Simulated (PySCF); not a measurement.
**`CS[C@H]1C[C@]1(S)C#N`, C₅H₇NS₂**

Geometry:
```json
{"atom": "C1", "x (Å)": "-2.339", "y (Å)": "-0.478", "z (Å)": "0.252"}
{"atom": "S2", "x (Å)": "-1.414", "y (Å)": "0.634", "z (Å)": "-0.847"}
{"atom": "C3", "x (Å)": "0.181", "y (Å)": "-0.175", "z (Å)": "-0.750"}
{"atom": "C4", "x (Å)": "1.420", "y (Å)": "0.580", "z (Å)": "-1.106"}
{"atom": "C5", "x (Å)": "1.176", "y (Å)": "0.206", "z (Å)": "0.336"}
{"atom": "S6", "x (Å)": "0.789", "y (Å)": "1.504", "z (Å)": "1.547"}
{"atom": "C7", "x (Å)": "1.928", "y (Å)": "-0.851", "z (Å)": "0.912"}
{"atom": "N8", "x (Å)": "2.515", "y (Å)": "-1.716", "z (Å)": "1.377"}
{"atom": "H9", "x (Å)": "-3.346", "y (Å)": "-0.081", "z (Å)": "0.321"}
{"atom": "H10", "x (Å)": "-2.358", "y (Å)": "-1.475", "z (Å)": "-0.179"}
{"atom": "H11", "x (Å)": "-1.872", "y (Å)": "-0.490", "z (Å)": "1.232"}
{"atom": "H12", "x (Å)": "0.124", "y (Å)": "-1.226", "z (Å)": "-1.008"}
{"atom": "H13", "x (Å)": "1.313", "y (Å)": "1.626", "z (Å)": "-1.355"}
{"atom": "H14", "x (Å)": "2.200", "y (Å)": "0.069", "z (Å)": "-1.652"}
{"atom": "H15", "x (Å)": "-0.322", "y (Å)": "1.881", "z (Å)": "0.898"}
```

The calculation used TDDFT B3LYP/def2-SVPD circular dichroism and optical rotation, one conformer, gas phase in PySCF. Geometry: GFN2-xTB.

The molecule is flexible and this is one conformer; a measurement averages over conformers. States above about 6.8 eV (minus the energy of the highest occupied orbital) lie near or above the ionisation threshold and depend on the basis.

(1) Draw the ECD and absorption spectra from the lowest 12 states, each a Gaussian of half-width 0.25 eV at 1/e height.

## Answers

(1) 
```csv
E (eV),λ (nm),Δε (L mol⁻¹ cm⁻¹),ε (L mol⁻¹ cm⁻¹)
4.40,282,+0.07,2.43
4.55,272,+0.52,18.7
4.70,264,+1.98,70.6
4.85,256,+3.82,134
5.00,248,+4.57,147
5.15,241,+5.16,145
5.30,234,+5.47,195
5.45,227,+3.93,429
5.60,221,-0.19,1030
5.75,216,-10.75,1860
5.90,210,-25.81,3130
6.05,205,-34.66,5400
6.20,200,-25.14,7240
6.35,195,-3.63,7180
6.50,191,+2.64,6390
6.65,186,-5.18,5610
```
Δε uses R in velocity form, ε uses f in length form. Only the states computed contribute, so the short-wavelength end is incomplete.
